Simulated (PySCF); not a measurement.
Al(OMe)3, C₃H₉AlO₃, SMILES C[O][Al]([O]C)[O]C (GFN2-xTB optimised geometry):

```
16

Al    -0.276     0.231     0.000
O      1.382     0.231     0.000
C      2.601     0.918     0.000
H      2.454     1.999    -0.001
H      3.171     0.639     0.891
H      3.171     0.638    -0.891
O     -1.104    -1.205     0.000
C     -1.118    -2.603     0.001
H     -1.651    -2.957     0.887
H     -1.636    -2.958    -0.894
H     -0.107    -3.016     0.009
O     -1.105     1.667     0.000
C     -2.307     2.381     0.000
H     -3.171     1.714    -0.002
H     -2.350     3.013     0.892
H     -2.349     3.016    -0.890
```

Calculation: CAM-B3LYP/def2-TZVP in PySCF.

Task: What are the frontier orbital energies and the dipole moment?

Result: HOMO-2 -9.27 eV, HOMO-1 -9.27 eV, HOMO -9.22 eV, LUMO 0.90 eV, LUMO+1 1.92 eV; dipole moment 0.00 D.

On the same geometry PBE/def2-TZVP in PySCF 2.14.0 gives HOMO-2 -6.26 eV, HOMO-1 -6.26 eV, HOMO -6.18 eV, LUMO -0.88 eV, LUMO+1 0.33 eV; dipole moment 0.00 D.

Meta-Löwdin charges at CAM-B3LYP/def2-TZVP: Al1 1.26, O2 -0.65, C3 -0.09, H4 0.10, H5 0.11, H6 0.11, O7 -0.65, C8 -0.09, H9 0.11, H10 0.11, H11 0.10, O12 -0.65, C13 -0.09, H14 0.10, H15 0.11, H16 0.11.
